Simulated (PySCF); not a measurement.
Species: C₆H₁₀O.
Numbering: `[CH3:1][O:2][C@H:3]1[CH2:4][C:5]12[CH2:6][CH2:7]2` (hydrogens: H8, H9, H10 on C1; H11 on C3; H12, H13 on C4; H14, H15 on C6; H16, H17 on C7)

Computed geometry: GFN2-xTB, gas phase.

What internal coordinates does the optimisation give?

| bond | length (pm) | order |
| --- | --- | --- |
| C1–O2 | 140.8 | single |
| O2–C3 | 139.3 | single |
| C3–C4 | 152.3 | single |
| C4–C5 | 148.3 | single |
| C5–C6 | 147.9 | single |
| C6–C7 | 151.1 | single |
| C3–C5 | 147.5 | single |
| C5–C7 | 148.0 | single |
| C1–H8, C1–H10 | 109.2 | single |
| C1–H9 | 109.7 | single |
| C3–H11 | 109.2 | single |
| C4–H12 | 108.1 | single |
| C4–H13 | 108.0 | single |
| C6–H14 | 108.0 | single |
| C6–H15 | 107.9 | single |
| C7–H16 | 108.0 | single |
| C7–H17 | 108.1 | single |

Bonds in one row agree within 1 pm and their mean is given. Orders are formal, as drawn. A selection of angles:
| angle | degrees |
| --- | --- |
| O2–C1–H8 | 111.5 |
| O2–C1–H10 | 106.5 |
| H8–C1–H9 | 108.7 |
| C1–O2–C3 | 113.1 |
| O2–C3–C4 | 119.8 |
| O2–C3–C5 | 118.6 |
| O2–C3–H11 | 113.4 |
| C4–C3–C5 | 59.2 |
| C4–C3–H11 | 116.9 |
| C5–C3–H11 | 118.7 |
| C3–C4–C5 | 58.8 |
| C3–C4–H12 | 118.4 |
| C3–C4–H13 | 117.3 |
| C5–C4–H12 | 119.3 |
| C5–C4–H13 | 117.6 |
| H12–C4–H13 | 114.4 |
| C4–C5–C6 | 137.2 |
| C4–C5–C7 | 137.8 |
| C6–C5–C7 | 61.4 |
| C3–C5–C4 | 62.0 |
| C3–C5–C6 | 137.4 |
| C3–C5–C7 | 137.5 |
| C5–C6–C7 | 59.3 |
| C5–C6–H14 | 118.4 |
| C5–C6–H15 | 118.1 |
| C7–C6–H14 | 118.3 |
| C7–C6–H15 | 118.3 |
| H14–C6–H15 | 113.9 |
| C6–C7–H16 | 118.3 |
| C6–C7–H17 | 118.3 |
| C5–C7–C6 | 59.2 |
| C5–C7–H16 | 118.6 |
| C5–C7–H17 | 118.2 |
| H16–C7–H17 | 113.8 |

Torsions: C1–O2–C3–C4 82° (synclinal); O2–C3–C4–C5 107° (anticlinal); C3–C4–C5–C6 -131° (anticlinal); C4–C5–C6–C7 -131° (anticlinal); O2–C3–C5–C4 -110° (anticlinal); C4–C5–C7–C6 130° (anticlinal).

The 3-membered ring C3–C4–C5 has internal angles of 58.8° to 62.0°. The C–C distances run from 1.475 Å (C3–C5, drawn single) to 1.523 Å (C3–C4, drawn single), a spread of 0.048 Å. Of the pairs four or more bonds apart, C4···H8 is among the closest relative to their van der Waals radii: 2.96 Å, 102 % of the sum of Bondi's values. The 3-membered ring C5–C6–C7 has internal angles of 59.2° to 61.4°.

Point group: C1 (no symmetry element, even within 0.4 Å). GFN2-xTB frequencies: not computed here. One conformer, not necessarily the lowest.
